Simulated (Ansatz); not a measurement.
Program: Ansatz 0.2.0.

A structure relaxed at PBE0-D4/def2-TZVP, charge 0, multiplicity 1:

Cartesian coordinates in Å:
```
O -0.036 1.059 2.219
C 0.081 0.231 1.191
F 0.487 -0.940 1.669
N -0.146 0.494 0.000
Si -0.031 -0.492 -1.413
H -0.331 1.904 1.858
H 0.934 0.153 -2.338
H -1.370 -0.525 -2.053
H 0.413 -1.884 -1.135
```

Question: Give its formula and SMILES.

Answer: CH4FNOSi, `O/C(F)=N/[SiH3]`.

Question: Point group (tolerance 0.08 Å, 0.16 Å for H)?

Answer: Cs.

Question: Summarise the bond lengths by kind.

Answer: 1 × C–O 1.325 Å; 1 × H–O 0.965 Å; 1 × C–F 1.329 Å; 1 × C–N 1.240 Å; 1 × N–Si 1.727 Å; 3 × H–Si 1.484 to 1.487 Å.
